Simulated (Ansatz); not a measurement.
`FC(Cl)(Cl)Br` + H₂ → `FC(Cl)Cl` + HBr at 600 K and 1 bar (hydrogenolysis of a C–Br bond).

Gas-phase electronic energies from Ansatz, PBE0-D4/def2-TZVP geometries. CBS: MP2 limit from def2 TZ/QZ plus the TZ coupled-cluster correction, frozen cores. This one scheme is used for every species. For Br outer-core shells are correlated without core-valence functions, which leaves a few kJ/mol of doubt a bond. Scalar relativity is left out up to krypton.

```
       species  CCSD(T)/CBS energy (Eh)  H − E (kJ/mol)  S (J/(mol·K))
`FC(Cl)(Cl)Br`              -3630.68833            72.2          393.0
            H₂                 -1.17544            43.9          150.8
    `FC(Cl)Cl`              -1057.98381            92.2          342.8
           HBr              -2573.91920            33.5          219.1
```

H − E and S are ideal-gas, rigid-rotor, harmonic terms from PBE0-D4/def2-TZVP. The MP2-based limit puts H₂ 0.8 mEh under its directly extrapolated value; such offsets cancel only in part. 1 Eh = 2625.50 kJ/mol, R = 8.31446 J/(mol·K).

By hand: ΔE, ΔH, ΔS and ΔG.

ΔE = (-1057.98381) + (-2573.91920) − (-3630.68833) − (-1.17544) = -0.03924 Eh = -103.0 kJ/mol. Δ(H − E) = 92.2 + 33.5 − 72.2 − 43.9 = 9.6, so ΔH = -93.4 kJ/mol. ΔS = 342.8 + 219.1 − 393.0 − 150.8 = 18.1 J/(mol·K). ΔG = -93.4 − 600 × (18.1)/1000 = -104.3 kJ/mol.

By hand: the equilibrium constant, and the temperature at which ΔG would vanish if ΔH and ΔS stayed fixed.

log₁₀ K = −ΔG/(RT ln 10) = 9.1. ΔH and −TΔS have one sign here, so there is no such temperature.

ΔH outweighs TΔS. A doubt of 5 kJ/mol in ΔE shifts log₁₀ K by 0.4 here. These are equilibria of isolated gas molecules and say nothing of rates. Largest T1 diagnostic: 0.011 (customary marks: 0.02 for closed shells, 0.045 for open ones).
